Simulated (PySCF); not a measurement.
The PySCF input:
```python
from pyscf import gto, scf, mcscf
import numpy

mol = gto.M(
    atom='''
O     0.01480000    0.37950000    0.02020000
H    -0.77760000   -0.16020000    0.00090000
H     0.76280000   -0.21930000   -0.02110000
''',
    basis='def2-svp',
    charge=-1,
    spin=1,
    verbose=4,
)

mf = scf.ROHF(mol)
mf.kernel()
mc = mcscf.CASSCF(mf, 4, 3)
mc.kernel()
occ = numpy.linalg.eigvalsh(mc.fcisolver.make_rdm1(mc.ci, mc.ncas, mc.nelecas))[::-1]
ss = mc.fcisolver.spin_square(mc.ci, mc.ncas, mc.nelecas)[0]
print('natural occupations', occ.round(4), ' <S^2>', round(ss, 4))
```

**Question.** What does this run give for the SCF-reference <S^2>, total energy, number of basis functions, nuclear repulsion energy?

**Answer.** 
The SCF-reference <S^2> is 0.750 and the total energy comes out as -75.8059 Eh. The number of basis functions is 24 and the nuclear repulsion energy is 9.1722 Eh.

A gas-phase anion may not be bound at this level; its values then depend on the basis.

These values belong to the state on which the SCF converged, which isn't shown to be the lowest.
